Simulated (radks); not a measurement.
The numbers below are computed, except where a source is named.
Q: Radial electron density D(r) = 4 pi r^2 rho(r) of an atom or ion with 11 electrons. Level of theory: scalar-relativistic Kohn-Sham, BLYP, spin-unpolarised, spherical densities, point nucleus (a radial shooting solver on a logarithmic mesh with Libxc functionals).

```
   r/bohr * D(r) (the largest magnitude, 13.3, reaches the edge; | marks zero)
 0.007848 |  *
  0.00892 |   *
  0.01006 |    *
  0.01143 |     *
  0.01299 |      *
  0.01476 |        *
  0.01678 |          *
  0.01892 |            *
   0.0215 |               *
  0.02444 |                  *
  0.02778 |                      *
  0.03132 |                          *
   0.0356 |                              *
  0.04046 |                                   *
  0.04598 |                                       *
  0.05226 |                                            *
  0.05892 |                                                *
  0.06697 |                                                   *
  0.07612 |                                                     *
  0.08651 |                                                      *
  0.09754 |                                                     *
   0.1109 |                                                   *
    0.126 |                                               *
   0.1432 |                                           *
   0.1628 |                                      *
   0.1835 |                                  *
   0.2086 |                               *
    0.237 |                              *
   0.2694 |                               *
   0.3038 |                                 *
   0.3452 |                                     *
   0.3924 |                                         *
    0.446 |                                            *
   0.5069 |                                             *
   0.5715 |                                           *
   0.6495 |                                       *
   0.7382 |                                 *
    0.839 |                          *
    0.946 |                    *
    1.075 |             *
    1.222 |        *
    1.389 |     *
    1.579 |   *
     1.78 |  *
    2.023 | *
    2.299 | *
    2.613 | *
    2.946 |*
    3.348 |*
    3.806 |*
    4.325 *
    4.916 *
    5.543 *
      6.3 *
     7.16 *
    8.138 *
    9.175 *
```

What is the nuclear charge?

A: Z = 12. The innermost maximum, from 1s, lies near gamma/Z bohr with gamma = sqrt(1 - (Z/c)^2) = 0.996, here 0.083 bohr (found: 0.0872), and its height grows with Z. The density is that of the magnesium ion Mg+ in [Ne] 3s1; the configuration itself is not fixed sharply by these data, and Z only to about a unit. D(r) has 2 maxima, at r = 0.0872, 0.499 bohr, and minima at 0.239 bohr, inside which lie 2.21 electrons.
